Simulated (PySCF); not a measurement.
Species: H12OSi6.
Atom-mapped SMILES: `[SiH3:1][O:2][SiH:3]1[SiH2:4][SiH2:5][SiH2:6][SiH2:7]1` (hydrogens: H8, H9, H10 on Si1; H11 on Si3; H12, H13 on Si4; H14, H15 on Si5; H16, H17 on Si6; H18, H19 on Si7)

Geometry (PBE0-D3(BJ)/def2-SVP, Å), atoms numbered from 1 in this order:
```
atom  x, y, z in Å
Si1   -2.3298    0.3826    1.3264
O2    -2.2181    0.0960   -0.3047
Si3   -1.0657   -0.1387   -1.4924
Si4    0.2863   -1.9940   -0.9528
Si5    1.7021   -1.1998    0.7622
Si6    1.6702    1.1595    0.5661
Si7    0.5247    1.5982   -1.4441
H8    -1.9911    1.8060    1.6253
H9    -3.7233    0.0929    1.7628
H10   -1.3745   -0.5032    2.0635
H11   -1.7827   -0.2792   -2.7938
H12    1.1327   -2.3123   -2.1487
H13   -0.4827   -3.2141   -0.5551
H14    3.0923   -1.7316    0.6059
H15    1.1836   -1.6049    2.1061
H16    3.0446    1.7490    0.5950
H17    0.8821    1.7295    1.7056
H18   -0.0457    2.9793   -1.5085
H19    1.4671    1.3930   -2.5920
```

Computed, not measured: core-valence-separated Tamm–Dancoff BHandHLYP/aug-pcX-1 (pcseg-1 on H, def2-SVPD on Si) in PySCF, non-relativistic, gas phase, PBE0-D3(BJ)/def2-SVP geometry. No empirical shift is added; at this level the pattern usually sits a few eV under experiment.

What does the O 1s absorption edge look like?

| E (eV) | f | core hole on | main final orbital |
| --- | --- | --- | --- |
| 531.57 | 0.0077 | O2 | LUMO (76 %) |
| 533.28 | 0.0224 | O2 | spread |
| 533.35 | 0.0109 | O2 | LUMO+4 (56 %) |
| 533.77 | 0.0107 | O2 | LUMO+5 (37 %) |
| 533.95 | 0.0030 | O2 | LUMO+6 (44 %) |
| 534.00 | 0.0014 | O2 | LUMO+2 (37 %) |
| 534.29 | 0.0103 | O2 | spread |

The first line with a tenth or more of the strongest one's intensity is at 531.57 eV (f = 0.008), with the hole on O2 (siloxane oxygen). The strongest listed is at 533.28 eV (f = 0.022; O2).

Roots within 0.03 eV whose holes lie on the same, on equivalent or on shared atoms are summed into one line, and the highest roots are left out, as the search may have cut off their partners. Final orbitals are the ground state's empty Kohn–Sham orbitals.

What are the wavelength and the wavenumber of the 533.77 eV line?

λ = 12398.42 eV Å/533.77 eV = 23.228 Å; 4.3051 × 10⁶ cm⁻¹.

The list ends where the root search ended, not at a threshold.

One conformer stands for the species.
